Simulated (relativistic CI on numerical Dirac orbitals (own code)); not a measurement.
# Te⁵⁺: calculation against measurement

Computed by Dirac-Coulomb-Breit CI, separate exchange-only KLI orbitals for each configuration, QED by a radiative potential, valence Slater integrals scaled by 0.85, P86 correlation energy added to each configuration (own radial code, finite nucleus).

Configurations in the expansion (outside the closed core [Kr]): 4d10 5s, 4d10 5p, 4d10 5d, 4d10 5f, 4d10 5g, 4d10 4f, 4d10 6s, 4d9 5s2, 4d10 6p, 4d9 5s 4f, 4d10 6d, 4d10 7s, 4d9 5s 5p, 4d10 7p, 4d10 6f, 4d10 7d, 4d10 8s, 4d10 9s, 4d9 5s 6s, 4d9 5s 5d, 4d9 5s 6p, 4d9 5s 6d. Double excitations out of closed p, d and f shells are left out; levels of such configurations are missing from the list, as are those of other unlisted configurations, and high levels can miss mixing partners.

| Configuration | Term (tabulated) | J | Measured (cm⁻¹) | Computed | Error | Purity (%) |
| --- | --- | --- | --- | --- | --- | --- |
| 4d10 5s | 2S | 1/2 | 0.0 | 0 | 0 | 100 |
| 4d10 5p | 2P° | 1/2 | 93334.6 | 90569 | -2766 | 100 |
| 4d10 5p | 2P° | 3/2 | 105150.2 | 101912 | -3238 | 100 |
| 4d10 5d | 2D | 3/2 | 238087.6 | 233557 | -4531 | 100 |
| 4d10 5d | 2D | 5/2 | 239736.2 | 235104 | -4632 | 100 |
| 4d10 6s | 2S | 1/2 | 278436.2 | 271547 | -6889 | 100 |
| 4d10 6p | 2P° | 1/2 | 314198.4 | 307011 | -7188 | 100 |
| 4d10 6p | 2P° | 3/2 | 318601.4 | 311217 | -7384 | 100 |
| 4d9 5s 5p | 4P° | 3/2 | 376310.0 | 378850 | 2540 | 61 |
| 4d9 5s 5p | 4P° | 1/2 | 385045.0 | 387224 | 2179 | 77 |
| 4d9 5s 5p | 2P° | 3/2 | 392650.0 | 394788 | 2138 | 66 |
| 4d9 5s 5p | 2P° | 1/2 | 393730.0 | 395659 | 1929 | 87 |
| 4d9 5s 5p | 2P° | 3/2 | 411220.0 | 421493 | 10273 | 94 |
| 4d9 5s 5p | 2P° | 1/2 | 422875.0 | 432193 | 9318 | 98 |

Measured levels from measured levels as listed in Rauch et al., Astron. Astrophys. 606, A105 (2017); pairs were made by configuration, J and term (by order where the table uses no LS term), so strongly mixed levels may be paired wrongly.

Mean error by configuration (cm⁻¹): 4d10 5p -3002; 4d10 5d -4582; 4d10 6s -6889; 4d10 6p -7286; 4d9 5s 5p 4730. Over the excited levels the mean absolute error is 5000 cm⁻¹ (13 of the 28 excited levels that our extract of the source holds in range could be paired, and the others can miss by more), and the median relative error of those above 1,000 cm⁻¹ is 2.2 %.
